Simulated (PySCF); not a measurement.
These are ωB97X-D3(BJ)/def2-TZVPD // PBE0-D3(BJ)/def2-TZVPD (PySCF) values and carry that method's errors. All species are isolated molecules in the gas phase. 

Reference species (SMILES): `[CH3][GeH2-]` (charge -1, multiplicity 1).

```
Quantity    Result
--------  --------
HOMO      -2.04 eV
```

Changed species: `[CH2-][GeH3]` (not the most acidic site) (proton removed from C1; the reference has proton removed from Ge2).

Q: Predict the effect on the HOMO.

A: the HOMO increases by 0.29 eV, to -1.75 eV.
